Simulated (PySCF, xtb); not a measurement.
OZn, SMILES [O]=[Zn].

GFN2-xTB (xtb) at its own geometry gives an orbital gap of 2.42 eV and a dipole moment of 4.70 D.

Coordinates come from a PBE0-D3(BJ)/def2-TZVPD optimisation.

### Question
What does CAM-B3LYP/def2-TZVPD (PySCF) give? (The exact figures need the calculation; the answer reports its results.)

### Answer
gap 5.23 eV (levels -8.62 and -3.39 eV), dipole 6.09 D.
